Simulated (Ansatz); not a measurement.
BEt3 (C6H15B). The state is a singlet with charge 0. Geometry PBE-D4/def2-SVP, basis def2-TZVP, Ansatz.

Cartesian coordinates in Å:
```
B 0.1805 0.1308 0.0734
C 1.0418 1.3980 0.4783
C 0.3981 2.0309 1.7336
C -1.0951 0.3227 -0.8437
C -0.6481 0.0880 -2.3071
C 0.6536 -1.2971 0.5602
C -0.2983 -2.4893 0.4281
H 1.0527 2.1550 -0.3370
H 2.0991 1.1391 0.7044
H 0.9413 2.9409 2.0630
H -0.6559 2.3277 1.5496
H 0.3931 1.3258 2.5915
H -1.5171 1.3475 -0.7583
H -1.9088 -0.3930 -0.5984
H -1.4859 0.2281 -3.0213
H 0.1578 0.7903 -2.6071
H -0.2575 -0.9401 -2.4589
H 1.0394 -1.2040 1.6025
H 1.5907 -1.4803 -0.0251
H 0.1620 -3.4414 0.7640
H -1.2189 -2.3414 1.0302
H -0.6248 -2.6382 -0.6221
```

```tsv
run	HOMO (eV)	LUMO (eV)
A	-7.86	-0.34
B	-6.79	-0.97
C	-9.29	0.75
D	-11.13	3.19
E	-6.53	-1.34
F	-10.28	1.82
```

Another isomer (singlet) lies 0.20 eV lower at PBE0-D4/def2-TZVP; other spin states weren't run for this one.

The runs used CAM-B3LYP, HF, PBE, PBE0, r2SCAN, ωB97X-V. Estimate which is which.

A PBE0 (25 % exact exchange); B r2SCAN (0 % exact exchange); C CAM-B3LYP (range-separated); D HF (100 % exact exchange); E PBE (0 % exact exchange); F ωB97X-V (range-separated). Exact exchange lowers occupied and raises empty levels; among semilocal functionals meta-GGAs tend to open the gap a little, and such runs are hard to tell apart. The gap grows from 5.19 eV (PBE) to 14.32 eV (HF).
